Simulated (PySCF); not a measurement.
C₈H₄N₂OS₂.

```xyz
17

C      0.3269     4.1639     0.0000
N     -0.9603     4.1440     0.0000
N     -1.3309     2.8252     0.0000
C     -0.2306     2.1340     0.0000
C     -0.0764     0.7028     0.0000
C     -1.1042    -0.2143     0.0000
C     -0.5982    -1.5342     0.0000
S     -1.2934    -3.1164     0.0000
C      0.2776    -3.8416     0.0000
C      1.3035    -2.9342     0.0000
C      0.7982    -1.6063     0.0000
S      1.5052    -0.0330     0.0000
O      0.8633     2.9274     0.0000
H      0.9969     5.0200     0.0000
H     -2.1522     0.0835     0.0000
H      0.3607    -4.9280     0.0000
H      2.3575    -3.2103     0.0000
```

The structure is a stationary point at PBE0-D3(BJ)/def2-SVP. This is a generated structure with no PubChem entry under its InChIKey; it may be hypothetical. Other conformers were not sampled.

Level of theory: PBE/pcSseg-1 run with PySCF. Non-relativistic, no solvent.

Question: Give the absolute GIAO shielding of each atom: isotropic value and principal components (ppm). (An estimate is asked for; the answer gives what the named calculation found.)

Answer: 
```json
[
 {"atom": "C1", "σ(iso)": "29.7", "σ11": "-56.5", "σ22": "62.3", "σ33": "83.3", "span": "139.8"},
 {"atom": "N2", "σ(iso)": "-93.9", "σ11": "-328.2", "σ22": "-106.3", "σ33": "152.8", "span": "481.0"},
 {"atom": "N3", "σ(iso)": "-75.5", "σ11": "-298.6", "σ22": "-84.3", "σ33": "156.4", "span": "455.0"},
 {"atom": "C4", "σ(iso)": "17.8", "σ11": "-61.5", "σ22": "40.2", "σ33": "74.8", "span": "136.2"},
 {"atom": "C5", "σ(iso)": "47.9", "σ11": "-14.8", "σ22": "54.0", "σ33": "104.7", "span": "119.4"},
 {"atom": "C6", "σ(iso)": "57.1", "σ11": "-11.1", "σ22": "34.2", "σ33": "148.1", "span": "159.2"},
 {"atom": "C7", "σ(iso)": "36.5", "σ11": "-3.7", "σ22": "13.4", "σ33": "99.8", "span": "103.5"},
 {"atom": "S8", "σ(iso)": "291.7", "σ11": "160.1", "σ22": "304.3", "σ33": "410.8", "span": "250.7"},
 {"atom": "C9", "σ(iso)": "45.4", "σ11": "-36.8", "σ22": "50.7", "σ33": "122.3", "span": "159.1"},
 {"atom": "C10", "σ(iso)": "58.9", "σ11": "-16.5", "σ22": "43.9", "σ33": "149.3", "span": "165.8"},
 {"atom": "C11", "σ(iso)": "35.5", "σ11": "-10.4", "σ22": "15.9", "σ33": "101.0", "span": "111.4"},
 {"atom": "S12", "σ(iso)": "305.8", "σ11": "176.8", "σ22": "335.8", "σ33": "404.9", "span": "228.1"},
 {"atom": "O13", "σ(iso)": "10.1", "σ11": "-69.2", "σ22": "-55.8", "σ33": "155.4", "span": "224.7"},
 {"atom": "H14", "σ(iso)": "23.3", "σ11": "20.5", "σ22": "23.9", "σ33": "25.6", "span": "5.2"},
 {"atom": "H15", "σ(iso)": "22.9", "σ11": "17.6", "σ22": "25.1", "σ33": "25.9", "span": "8.3"},
 {"atom": "H16", "σ(iso)": "24.0", "σ11": "20.6", "σ22": "24.6", "σ33": "26.8", "span": "6.2"},
 {"atom": "H17", "σ(iso)": "24.0", "σ11": "19.9", "σ22": "25.7", "σ33": "26.5", "span": "6.5"}
]
```
